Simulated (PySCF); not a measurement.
# Computed data sheet: `COCS[SiH2]S[SiH3]`

Compound: C2H10OS2Si2.
SMILES with atom numbers: `[CH3:1][O:2][CH2:3][S:4][SiH2:5][S:6][SiH3:7]` (hydrogens: H8, H9, H10 on C1; H11, H12 on C3; H13, H14 on Si5; H15, H16, H17 on Si7)

Structure used (GFN2-xTB), in Å, numbered top down from 1:
```
atom  x, y, z in Å
C1    -2.5507    0.5327    0.9530
O2    -2.1926   -0.5829    0.1656
C3    -1.7294   -0.2562   -1.0945
S4    -0.0051    0.3624   -1.0560
Si5    0.6190   -1.0565    0.4355
S6     2.7469   -1.2315    0.4820
Si7    3.5732    0.6039   -0.3015
H8    -2.8375    0.1426    1.9266
H9    -1.7090    1.2236    1.0648
H10   -3.3938    1.0674    0.5038
H11   -2.3294    0.5190   -1.5822
H12   -1.7381   -1.1691   -1.6905
H13    0.1212   -2.3644    0.0562
H14    0.1796   -0.5834    1.7402
H15    3.0640    0.7924   -1.6499
H16    4.9968    0.3215   -0.2498
H17    3.1778    1.6903    0.5856
```

Structural features include: ether and Si–H bond.

GFN2-xTB geometry:

| Quantity | Value |
| --- | --- |
| Point group of the GFN2-xTB geometry | C1 |
| Rotational constants A, B, C of the GFN2-xTB geometry | 2.560, 0.594, 0.540 GHz |

From CAM-B3LYP/def2-SVPD ground state and vertical TDDFT (core frozen in the response) (PySCF):

| Item | Value |
| --- | --- |
| Dipole moment | 2.45 D |
| HOMO energy | -8.43 eV |
| LUMO energy | 0.47 eV |
| HOMO–LUMO gap | 8.90 eV |
| Lowest singlet excitation | 5.52 eV (225 nm, f = 0.003) |
| Strongest line among the 8 lowest singlet transitions | S8 at 6.99 eV (177 nm, f = 0.053) |
| Lowest triplet excitation (Tamm–Dancoff) | 5.15 eV |
| Static isotropic polarisability | 123.7 au |
| Electronic spatial extent ⟨r²⟩ about the centre of nuclear charge | 2136 bohr² |

PBE0/pcSseg-1 ground state and GIAO shieldings, non-relativistic (PySCF):

| Quantity | Value |
| --- | --- |
| Lowest Hirshfeld atomic charge | -0.19 e on S6 |
| Highest Hirshfeld atomic charge | +0.30 e on Si7 |
| 13C chemical shifts (computed TMS as zero) by class | 77.7 (C3), 56.6 (C1) ppm |
| 1H chemical shifts (computed TMS as zero) by class | 5.40 (H13/H14), 4.91 (H11/H12), 4.70 (H15/H16/H17), 3.49 (H8/H9/H10) ppm |
| Isotropic shieldings of nuclei other than C and H, by class | 290 (O2), 365 (Si5), 408 (Si7), 647 (S4), 833 (S6) ppm |
| Mayer bond orders between heavy atoms | C1–O2 0.90, O2–C3 0.95, C3–S4 0.99, S4–Si5 0.92, Si5–S6 0.96, S6–Si7 0.93 |

Monoisotopic mass from the formula: 169.9712 u.

The largest Löwdin shares of the HOMO are 0.48 on S4, 0.18 on S6, 0.10 on Si5 and 0.06 on C3. S1 lies 3.38 eV below the HOMO–LUMO gap; its leading configuration is HOMO→LUMO, weight 0.53. No computed singlet falls in the visible range (750 to 380 nm, 1.65 to 3.26 eV); S1 lies 2.26 eV above its blue end. In wavenumbers S1 is 44500 cm⁻¹ (1 eV = 8065.54 cm⁻¹). The dipole matches unit charges of opposite sign 0.51 Å apart (1 e·Å = 4.8032 D). The polarisability is 18.32 Å³ as a volume (1 au = 0.148185 Å³), or 1.37 au for each of the 90 electrons.

One conformer (not necessarily the lowest) at the GFN2-xTB geometry, without solvent or vibrations. NMR classes are plain means over equivalent atoms (diastereotopic ones count apart unless rotation or inversion swaps them), as if these changed places fast; in this geometry the members of some classes differ.

For the TDDFT job (CAM-B3LYP/def2-SVPD), time: 2.5 min of wall time (with the writing of density and orbital grids); peak memory 1.1 GiB. Hardware: one thread, Arm Neoverse N1 (aarch64), shared host.
